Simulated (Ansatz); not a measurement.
Mulliken charges of CH3AlF2S (`C[S][Al]([F])[F]`) from ωB97M-V/def2-TZVPP in Ansatz (PBE0-D4/def2-TZVP geometry).

| atom | x (Å) | y (Å) | z (Å) | charge (e) |
| --- | --- | --- | --- | --- |
| C1 | -0.685 | -0.191 | 1.173 | -0.314 |
| S2 | 0.485 | -1.211 | 0.208 | -0.171 |
| Al3 | 0.908 | 0.103 | -1.432 | 0.736 |
| F4 | 1.930 | -0.347 | -2.628 | -0.331 |
| F5 | 0.210 | 1.588 | -1.506 | -0.339 |
| H6 | -1.638 | -0.715 | 1.221 | 0.142 |
| H7 | -0.283 | -0.075 | 2.178 | 0.142 |
| H8 | -0.835 | 0.791 | 0.730 | 0.135 |

Problem. By hand: the dipole of these point charges (1 e Å = 4.8032 D).

Solution. Σ q r = (-0.295, -0.086, 0.504) e Å, of length 0.590 e Å = 2.83 D.

Problem. How does the dipole of the full density compare? (An estimate is asked.)

Solution. Ansatz gave: (-0.262, 0.031, 0.366) e Å, 2.17 D; the point charges give 1.30 times that, at 13° from its direction.

Point charges leave out the atoms' own dipoles, such as those of lone pairs, and Mulliken's split depends on the basis, so the two needn't agree.
